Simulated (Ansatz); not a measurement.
`C[N]([SiH3])[InH2]`, 12 atoms. Charge 0, multiplicity 1. Correlated methods include outer-core shells of In, which these sets cover unevenly. In: def2 effective core potential. All runs use 4 threads of an Arm Neoverse V1 on a shared host. Correlated methods freeze the cores.

Task: How many basis functions does each run have, and how long does it take in Ansatz? RKS BHLYP-D4/def2-TZVPP energy; direct RPA on PBE orbitals/def2-TZVPP energy; RHF-CCSD(T)/def2-SVP energy; RKS PBE0-D4/def2-TZVP frequencies; RKS ωB97M-V/def2-QZVPP energy; RKS PBE0-D4/def2-QZVPP energy; RKS PBE0-D4/def2-TZVP relaxation (8 steps); RHF-CCSD(T)/def2-TZVPP energy; RKS LC-ωPBE/def2-TZVPP energy; RKS PBE0-D4/def2-SVP energy; RKS ωB97M-V/def2-SVP energy; RHF-MP2/def2-QZVPP energy. (An estimate is asked.)

Result: Computed: Other jobs shared the machine, so times are rough.

```json
{"level": "RKS PBE0-D4/def2-SVP", "job": "energy", "functions": "112", "wall time": "1.4 s", "peak host memory (GiB)": "0.47"}
{"level": "RKS LC-ωPBE/def2-TZVPP", "job": "energy", "functions": "266", "wall time": "3.8 s", "peak host memory (GiB)": "0.56"}
{"level": "RKS BHLYP-D4/def2-TZVPP", "job": "energy", "functions": "266", "wall time": "4.8 s", "peak host memory (GiB)": "0.76"}
{"level": "RKS ωB97M-V/def2-SVP", "job": "energy", "functions": "112", "wall time": "6 s", "peak host memory (GiB)": "0.47"}
{"level": "RHF-CCSD(T)/def2-SVP", "job": "energy", "functions": "112", "wall time": "9 s", "peak host memory (GiB)": "0.6"}
{"level": "direct RPA on PBE orbitals/def2-TZVPP", "job": "energy", "functions": "266", "wall time": "9.5 s", "peak host memory (GiB)": "0.79"}
{"level": "RKS PBE0-D4/def2-QZVPP", "job": "energy", "functions": "506", "wall time": "12 s", "peak host memory (GiB)": "2"}
{"level": "RKS ωB97M-V/def2-QZVPP", "job": "energy", "functions": "506", "wall time": "29 s", "peak host memory (GiB)": "2.4"}
{"level": "RHF-MP2/def2-QZVPP", "job": "energy", "functions": "506", "wall time": "31 s", "peak host memory (GiB)": "3.4"}
{"level": "RKS PBE0-D4/def2-TZVP", "job": "relaxation (8 steps)", "functions": "197", "wall time": "38 s", "peak host memory (GiB)": "0.56"}
{"level": "RKS PBE0-D4/def2-TZVP", "job": "frequencies", "functions": "197", "wall time": "4 min", "peak host memory (GiB)": "0.55"}
{"level": "RHF-CCSD(T)/def2-TZVPP", "job": "energy", "functions": "266", "wall time": "5.2 min", "peak host memory (GiB)": "7"}
```

LC-ωPBE has ω = 0.4 bohr⁻¹.
